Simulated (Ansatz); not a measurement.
Gas-phase electronic energies from Ansatz, PBE0-D4/def2-TZVP geometries. CBS: MP2 limit from def2 TZ/QZ plus the TZ coupled-cluster correction, frozen cores. This one scheme is used for every species. Functionals use def2-TZVPP. Elements past krypton have def2 core potentials. For Te outer-core shells are correlated without core-valence functions, which leaves a few kJ/mol of doubt a bond. One conformer a species, not always the lowest.

`C=C[Te][SiH2]C` + HCl → `C=CCl` + `C[SiH2][TeH]`  (substitution at a C–Te bond)

`C=C[Te][SiH2]C`:

```xyz
13

C    -0.428   -1.262   -2.467
C    -0.065   -1.434   -1.205
Te   -1.407   -1.361    0.414
Si    0.097    0.121    1.744
C     0.239    1.831    1.006
H     0.293   -1.376   -3.271
H    -1.444   -1.009   -2.750
H     0.959   -1.687   -0.944
H     1.438   -0.523    1.806
H    -0.486    0.162    3.111
H     0.604    1.770   -0.021
H     0.935    2.444    1.585
H    -0.734    2.325    0.993
```

HCl:

Z-matrix (Å, degrees):
```
Cl
H 1 1.279
```

`C=CCl`:

Z-matrix (Å, degrees):
```
C
C 1 1.320
H 1 1.083 2 119.4
H 1 1.083 2 122.2 3 180.0
Cl 2 1.721 1 123.5 3 -180.0
H 2 1.083 1 123.6 3 -0.0
```

`C[SiH2][TeH]`:

```xyz
9

C     1.004   -0.629   -0.383
Si   -0.432    0.565   -0.405
Te   -2.200   -0.026    1.261
H     1.738   -0.352   -1.144
H     0.661   -1.646   -0.580
H     1.498   -0.617    0.591
H    -1.150    0.524   -1.706
H     0.042    1.952   -0.162
H    -1.161    0.230    2.528
```

```csv
level,ΔE (kJ/mol)
B97M-V,14.1
r2SCANh-D4,15.3
HF/def2-TZVPP,7.8
SCS-MP2/def2-TZVPP,26.4
```

**Question.** What does CCSD(T)/CBS give? (Best estimate.)

**Answer.** Computed: +26.3 kJ/mol. The listed levels differ from it by -12.2, -11.0, -18.5, 0.1 kJ/mol.

**Question.** What do rigid-rotor, harmonic-oscillator terms from PBE0-D4/def2-TZVP frequencies (298.15 K, 1 bar) make of the CCSD(T)/CBS value? (Best estimate.)

**Answer.** The calculation gave: ΔZPE = +1.3 kJ/mol, ΔH = +24.0 kJ/mol, ΔS = 10 J/(mol·K), ΔG = +21.0 kJ/mol. Modes under 50 cm⁻¹ make the entropy rough.

Largest T1 diagnostic among the species: 0.011.

Leaving LDA and LC-ωPBE aside and taking each functional with its dispersion term where it has one, the values, not all of them listed here, spread over 5.1 kJ/mol, from B97M-V to BLYP-D4. In def2-TZVPP, CCSD(T) changes the Hartree–Fock value by +16.8 kJ/mol (the triples alone add +2.5 kJ/mol) and MP2 by +22.9 kJ/mol.
